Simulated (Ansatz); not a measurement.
`N[CH2][Al]([OH])[OH]` + CH₃OH → `C[O][Al]([OH])[OH]` + CH₃NH₂  (ligand exchange at the Al–C bond)

Gas-phase electronic energies from Ansatz, PBE0-D4/def2-TZVP geometries. CCSD(T)/CBS is the MP2 limit (def2-TZVPP, def2-QZVPP) plus CCSD(T) − MP2 in def2-TZVPP, frozen cores. This one scheme is used for every species. Functionals use def2-TZVPP. B3LYP here is the variant with VWN-RPA as its local correlation; programs differ in this. Each species was taken in one conformer, which may not be the lowest.

**Question.** Is it downhill or uphill in electronic energy at CCSD(T)/CBS, and by how much? (Best estimate.)

**Answer.** The calculation gave: Downhill: ΔE = -35.9 kcal/mol.

**Question.** What do these levels give: PBE-D4, PBE0-D4, B3LYP-D4, PBE, PBE0, HF/def2-TZVPP, CCSD/def2-TZVPP, HF/def2-QZVPP, MP2/def2-QZVPP, SCS-MP2/def2-QZVPP, HF/CBS(def2), MP2/CBS(def2)? (An estimate is asked.)

**Answer.** Computed: PBE-D4 -32.6, PBE0-D4 -34.0, B3LYP-D4 -36.4, PBE -32.8, PBE0 -34.2, HF/def2-TZVPP -40.8, CCSD/def2-TZVPP -37.0, HF/def2-QZVPP -41.0, MP2/def2-QZVPP -36.8, SCS-MP2/def2-QZVPP -37.5, HF/CBS(def2) -41.1, MP2/CBS(def2) -36.6 kcal/mol.

Largest T1 diagnostic among the species: 0.012.

In def2-TZVPP, CCSD(T) changes the Hartree–Fock value by +4.5 kcal/mol (the triples alone add +0.7 kcal/mol) and MP2 by +3.8 kcal/mol. From PBE to PBE0 (25 % exact exchange), in def2-TZVPP and without D4, ΔE moves by −1.4 kcal/mol.
